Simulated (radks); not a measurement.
Initial-state core-level shifts of neutral silver when its valence configuration changes from [Kr] 4d10 5s1. Method: scalar-relativistic Kohn-Sham, BLYP, spin-polarised, spherical densities, point nucleus; open shells are filled with parallel spins first (spin-orbit coupling, left out, can overturn this in heavy ions); computed with a radial shooting solver on a logarithmic mesh with Libxc functionals. Shifts are changes of the shell-averaged eigenvalues in eV (positive: less bound).

| valence | 1s | 3d | 4s | 4p |
|---|---|---|---|---|
| 4d10 5p1 | -1.926 | -1.886 | -1.946 | -1.960 |
| 4d9 5s1 5p1 | -5.879 | -6.034 | -5.728 | -5.576 |
| 4d9 5s2 | -4.258 | -4.436 | -4.096 | -3.942 |
| 4d8 5s1 5p2 | -11.840 | -12.185 | -11.341 | -10.984 |
| 4d10 5s0.5 5p0.5 | -1.024 | -1.004 | -1.035 | -1.043 |
| 4d9 5s1.5 5p0.5 | -5.151 | -5.316 | -4.993 | -4.840 |
| 4d9.5 5s0.5 5p1 | -3.836 | -3.891 | -3.790 | -3.726 |
| 4d8.5 5s1 5p1.5 | -8.833 | -9.079 | -8.534 | -8.285 |
| 4d9.5 5s1.5 | -2.068 | -2.155 | -2.006 | -1.934 |
